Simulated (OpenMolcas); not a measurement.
**Sb III: the spin-orbit constant, worked from levels**

| Item | Value |
| --- | --- |
| Program | OpenMolcas 26.06 |
| Basis | ANO-R1 [6s5p3d1f] |
| Scalar Hamiltonian | X2C, finite nucleus |
| Active space | 3 electrons in 4 orbitals (5s 5p) |
| State averaging | 2S+1 = 4 odd, 1 root; 2S+1 = 2 odd, 11 roots; 2S+1 = 4 even, 3 roots; 2S+1 = 2 even, 9 roots |
| Spin-orbit coupling | RASSI with atomic mean-field integrals over the reference wave functions, term energies averaged over their components |

Methods: CASSCF; MS-CASPT2, IPEA 0.25 Eh, imaginary shift 0.1 Eh (closed shells correlated: 4d). Measured levels: Moore, Atomic Energy Levels, vol. III, NSRDS-NBS 35 (1971 reprint of NBS Circular 467, 1958).

**The spin-orbit constant.** For the Hund term 2P* of p1, E(J) = (A/2) J(J+1) + constant and ζ = 2S·A = A. From J = 1/2 to J = 3/2 the energy changes by 1.5 A.

| Source | E(3/2) - E(1/2) | A | ζ |
| --- | --- | --- | --- |
| CASSCF | 6139.2 | 4092.8 | 4093 |
| MS-CASPT2 | 6208.7 | 4139.1 | 4139 |
| measured | 6576.0 | 4384.0 | 4384 |

All in cm-1. MS-CASPT2 is off by -5.6 % and CASSCF by -6.6 %. Both methods take the spin-orbit matrix elements from the reference wave functions, so the second can move ζ only through the term energies and any multistate remixing.

Computed and measured levels are paired by configuration, term and J; levels that our copy of the source lacks, or whose pairing is in doubt (as where it misses far off the trend of its configuration), stay unpaired and out of the deviations. Only configurations of the active space appear.

* marks odd parity.
